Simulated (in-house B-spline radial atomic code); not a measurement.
Orbital energies and mean radii along the 22-electron series, configuration [Ar] 3d4. The effective charge is n√(-2ε), a non-relativistic measure. Computed with a B-spline radial code for spherical atoms: Dirac-Hartree-Fock, average of the configuration, finite nuclei.

```
  ion   Z  energy of 3p3/2 (Eh)  mean radius of 3p3/2 (bohr)  energy of 3p1/2 (Eh)  mean radius of 3p1/2 (bohr)  effective charge of 3p3/2
Tc21+  43               -40.814                       0.3855               -41.706                      0.37749                     27.104
Ru22+  44               -43.956                      0.37366               -44.955                      0.36555                     28.128
Rh23+  45               -47.212                      0.36252               -48.328                      0.35429                     29.152
Pd24+  46               -50.583                      0.35201               -51.826                      0.34368                     30.174
Ag25+  47               -54.068                      0.34209               -55.449                      0.33364                     31.196
Cd26+  48               -57.667                       0.3327               -59.198                      0.32414                     32.218
In27+  49               -61.382                       0.3238               -63.074                      0.31513                      33.24
Sn28+  50               -65.211                      0.31537               -67.078                      0.30657                     34.261
Sb29+  51               -69.155                      0.30735                -71.21                      0.29843                     35.282
Te30+  52               -73.215                      0.29972               -75.472                      0.29067                     36.303
 I31+  53                -77.39                      0.29245               -79.865                      0.28327                     37.323
Xe32+  54               -81.681                      0.28551               -84.389                      0.27621                     38.344
Cs33+  55               -86.088                      0.27889               -89.047                      0.26946                     39.365
Ba34+  56               -90.611                      0.27257               -93.838                        0.263                     40.386
```

Q: How does the screening of 3p3/2 change?

A: Z less the effective charge goes from 15.90 at Z = 43 to 15.61 at Z = 56.
